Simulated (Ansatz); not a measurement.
The same ligand exchange along the group B, Al, In.

Computed with Ansatz on PBE0-D4/def2-TZVP structures; ΔE is electronic, products minus reactants. CBS: MP2 limit from def2 TZ/QZ plus the TZ coupled-cluster correction, frozen cores. DFT in def2-TZVPP. def2 core potentials past Kr. For Cd, In outer-core shells are correlated without core-valence functions, which leaves a few kJ/mol of doubt a bond. One conformer a species, not always the lowest.

```tsv
reaction	r2SCAN-D4 (eV)	CCSD(T)/def2-SVP (eV)	ωB97X-V (eV)	revPBE-D4 (eV)	CCSD(T)/CBS(def2) (eV)
`[SiH3]OB(Cl)O[SiH3]` + `[OH][Cd][F]` → `[F][Cd][O][SiH3]` + `OB(Cl)O[SiH3]`	-0.15	-0.32	-0.18	-0.10	-0.14
`[SiH3][O][Al]([Cl])[O][SiH3]` + `[OH][Cd][F]` → `[F][Cd][O][SiH3]` + `[OH][Al]([Cl])[O][SiH3]`	0.05	-0.03	0.02	0.06	0.05
`[SiH3][O][In]([Cl])[O][SiH3]` + `[OH][Cd][F]` → `[F][Cd][O][SiH3]` + `[OH][In]([Cl])[O][SiH3]`	-0.05	-0.06	-0.07	-0.04	-0.03
```

Largest T1 diagnostic: 0.017, for `[OH][Cd][F]`.
